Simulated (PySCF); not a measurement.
Cl2Sr (SMILES [Cl][Sr][Cl]), singlet, geometry from GFN2-xTB (such geometries of metal compounds can be far from the true shape) (all electrons, no relativity).

The PySCF input:
```python
from pyscf import gto, scf, dft

mol = gto.M(
    atom='''
Sr    0.291224   -0.610948    0.120886
Cl    1.080314    1.073658   -1.546550
Cl   -1.731286    0.291991    1.276334
''',
    basis='3-21g',
    charge=0,
    spin=0,
    verbose=3,
)

mf = dft.RKS(mol)
mf.xc = 'r2scan'
mf.kernel()
```

What does this run give for the total energy, HOMO energy, dipole moment, number of basis functions?


| Property | Result |
|---|---|
| total energy | -4034.776753 Ha |
| HOMO energy | -6.39 eV |
| dipole moment | 11.67 D |
| number of basis functions | 52 |
